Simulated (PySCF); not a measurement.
Ge(I)(Me) (CH3GeI), SMILES [CH3][Ge][I] (connectivity only; charge and spin as stated), neutral, multiplicity 1.

The structure is a stationary point at PBE-D3(BJ)/def2-SVP. The def2 effective core potentials stand for the cores of I; spin–orbit coupling is left out.

Level of theory: r2SCAN/def2-TZVPD in PySCF.

Gas-phase values at a fixed geometry.

Q: Estimate the frontier levels, gap, dipole moment and polarisability. (Estimate from the structure and the level; the computed values follow.)

A: 
```yaml
highest_occupied_level: -5.94 eV
lowest_empty_level: -3.59 eV
orbital_gap: 2.35 eV
dipole_moment: 2.14 D
quadrupole, principal values (traceless, Buckingham form, about the centre of nuclear charge): -4.10, 1.70, 2.40 D·Å
mean_static_polarisability: 88.2 bohr³ (13.08 Å³)
polarisability_principal_values: 65.2, 82.3, 117.2 bohr³
```
